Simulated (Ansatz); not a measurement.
A short molecular-dynamics run on (NaCl)2 ring (Na2Cl2).

```yaml
crystal:
  periodic: [false, false, false]
  atoms:
    - {symbol: Na, position_ang: [-1.449111, 0.054478, -0.636908]}
    - {symbol: Cl, position_ang: [-0.783617, -0.537608, 1.736901]}
    - {symbol: Na, position_ang: [1.449112, -0.054420, 0.636913]}
    - {symbol: Cl, position_ang: [0.783626, 0.537550, -1.736916]}
basis:
  gaussian: {orbitals: def2-SVP}
hamiltonian: {xc: {name: PBE}, dispersion: d3bjatm}
md: {timestep: 0.5 fs, n_steps: 15, ensemble: nvt_langevin, temperature: 300, initial_velocities: maxwell_boltzmann, friction: 0.01, seed: 130}
scf: {omitted_lower_state_checks: [starts]}
```

```sh
$ ansatz run in.yaml --threads 4 --pin off --events-out ev --progress --plain --max-ram 3916MiB
```

```tsv
step	time (fs)	potential energy (eV)	kinetic (eV)	T (K)
0	0.0	-33855.8595	0.1163	225
1	0.5	-33855.8596	0.1184	229
2	1.0	-33855.8596	0.1214	235
3	1.5	-33855.8595	0.1241	240
4	2.0	-33855.8593	0.1397	270
5	2.5	-33855.8590	0.1327	257
6	3.0	-33855.8587	0.1402	271
7	3.5	-33855.8582	0.1272	246
8	4.0	-33855.8577	0.1131	219
9	4.5	-33855.8571	0.1061	205
10	5.0	-33855.8564	0.1055	204
11	5.5	-33855.8556	0.0852	165
12	6.0	-33855.8548	0.0872	169
13	6.5	-33855.8540	0.0952	184
14	7.0	-33855.8530	0.1022	198
15	7.5	-33855.8520	0.0979	189
```

Velocities are drawn at the set temperature; a run this short doesn't reach equilibrium. Under Langevin dynamics the printed temperature counts 3N degrees of freedom, so it starts below the set value.

Frames (Å, forces in eV/Å):

```xyz
4
time=0.0 fs
Na   -1.449    0.054   -0.637    0.029   -0.001    0.013
Cl   -0.784   -0.538    1.737    0.023    0.016   -0.052
Na    1.449   -0.054    0.637   -0.029    0.001   -0.013
Cl    0.784    0.538   -1.737   -0.023   -0.016    0.052
4
time=0.5 fs
Na   -1.447    0.053   -0.637    0.015   -0.003    0.019
Cl   -0.783   -0.537    1.737    0.029    0.016   -0.053
Na    1.451   -0.055    0.635   -0.033   -0.001   -0.003
Cl    0.781    0.538   -1.735   -0.011   -0.012    0.037
4
time=1.0 fs
Na   -1.445    0.052   -0.638    0.000   -0.005    0.025
Cl   -0.783   -0.536    1.737    0.034    0.016   -0.053
Na    1.452   -0.055    0.633   -0.036   -0.003    0.006
Cl    0.779    0.538   -1.734    0.003   -0.008    0.023
4
time=1.5 fs
Na   -1.443    0.051   -0.639   -0.016   -0.007    0.032
Cl   -0.783   -0.535    1.737    0.039    0.015   -0.055
Na    1.453   -0.056    0.632   -0.040   -0.004    0.014
Cl    0.776    0.538   -1.733    0.017   -0.004    0.009
4
time=2.0 fs
Na   -1.441    0.050   -0.639   -0.032   -0.010    0.040
Cl   -0.783   -0.535    1.737    0.043    0.015   -0.056
Na    1.455   -0.057    0.630   -0.043   -0.006    0.022
Cl    0.773    0.538   -1.731    0.032    0.001   -0.006
4
time=2.5 fs
Na   -1.439    0.049   -0.640   -0.049   -0.012    0.047
Cl   -0.782   -0.534    1.737    0.047    0.014   -0.056
Na    1.456   -0.058    0.628   -0.046   -0.007    0.029
Cl    0.770    0.538   -1.730    0.047    0.005   -0.020
4
time=3.0 fs
Na   -1.437    0.047   -0.640   -0.065   -0.014    0.053
Cl   -0.782   -0.533    1.737    0.051    0.013   -0.055
Na    1.458   -0.059    0.627   -0.049   -0.008    0.035
Cl    0.768    0.538   -1.729    0.062    0.009   -0.033
4
time=3.5 fs
Na   -1.435    0.046   -0.641   -0.081   -0.016    0.060
Cl   -0.781   -0.532    1.737    0.055    0.012   -0.055
Na    1.459   -0.060    0.625   -0.052   -0.008    0.041
Cl    0.765    0.538   -1.728    0.077    0.013   -0.046
4
time=4.0 fs
Na   -1.433    0.044   -0.641   -0.096   -0.019    0.067
Cl   -0.780   -0.532    1.737    0.058    0.011   -0.055
Na    1.461   -0.061    0.624   -0.054   -0.009    0.046
Cl    0.762    0.537   -1.727    0.092    0.017   -0.058
4
time=4.5 fs
Na   -1.432    0.043   -0.642   -0.111   -0.021    0.074
Cl   -0.779   -0.531    1.737    0.061    0.011   -0.055
Na    1.462   -0.062    0.623   -0.056   -0.010    0.052
Cl    0.759    0.537   -1.726    0.107    0.020   -0.071
4
time=5.0 fs
Na   -1.430    0.042   -0.643   -0.126   -0.024    0.082
Cl   -0.779   -0.530    1.737    0.063    0.010   -0.056
Na    1.463   -0.063    0.621   -0.058   -0.011    0.057
Cl    0.757    0.537   -1.725    0.121    0.025   -0.084
4
time=5.5 fs
Na   -1.429    0.040   -0.644   -0.141   -0.027    0.091
Cl   -0.778   -0.530    1.737    0.065    0.010   -0.057
Na    1.464   -0.064    0.620   -0.059   -0.011    0.064
Cl    0.755    0.536   -1.724    0.135    0.029   -0.097
4
time=6.0 fs
Na   -1.427    0.039   -0.645   -0.154   -0.030    0.098
Cl   -0.778   -0.529    1.737    0.068    0.009   -0.058
Na    1.465   -0.065    0.618   -0.061   -0.013    0.071
Cl    0.752    0.536   -1.723    0.147    0.033   -0.111
4
time=6.5 fs
Na   -1.426    0.038   -0.645   -0.169   -0.032    0.105
Cl   -0.778   -0.528    1.737    0.071    0.009   -0.059
Na    1.466   -0.066    0.616   -0.062   -0.014    0.079
Cl    0.750    0.536   -1.721    0.160    0.037   -0.125
4
time=7.0 fs
Na   -1.424    0.037   -0.646   -0.184   -0.034    0.112
Cl   -0.777   -0.527    1.737    0.073    0.008   -0.059
Na    1.467   -0.067    0.615   -0.063   -0.015    0.086
Cl    0.748    0.535   -1.720    0.174    0.042   -0.139
4
time=7.5 fs
Na   -1.423    0.036   -0.646   -0.199   -0.037    0.119
Cl   -0.776   -0.527    1.737    0.075    0.007   -0.058
Na    1.468   -0.068    0.613   -0.063   -0.016    0.092
Cl    0.746    0.535   -1.719    0.188    0.046   -0.153
```

Hardware: 4 threads of Intel Xeon on a shared host. Wall time 18 s.
